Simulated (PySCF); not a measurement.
B(H)(SH)2 (BH₃S₂), SMILES B(S)S. Atoms are numbered in the order given.

```xyz
6

B      0.0000     0.0000     0.7013
H      0.0000     0.0000     1.8966
S      0.0000     1.5435    -0.2225
H      0.0000     2.3574     0.8579
S      0.0000    -1.5435    -0.2225
H      0.0000    -2.3574     0.8579
```
Charge 0, spin multiplicity 1.

Geometry optimised at PBE-D3(BJ)/def2-TZVP. Other conformers were not sampled.

Level of theory: PBE0/pcSseg-2 run with PySCF.

GIAO shieldings, no solvent; atoms alike by connectivity are averaged. δ = σ(ref) − σ: ¹¹B against BF3 (σ = 88.8 ppm); ¹H against TMS (σ = 31.54 ppm); ³³S against H2S (σ = 711.3 ppm), references at their B3LYP-D3(BJ)/def2-TZVP geometries, non-relativistic.

Computed chemical shifts:
| nucleus | atoms | count | δ (ppm) |
|---|---|---|---|
| ¹¹B | B1 | 1 | 55.8 |
| ¹H | H2 | 1 | 7.58 |
| ¹H | H4, H6 | 2 | 3.68 |
| ³³S | S3, S5 | 2 | 203.3 |
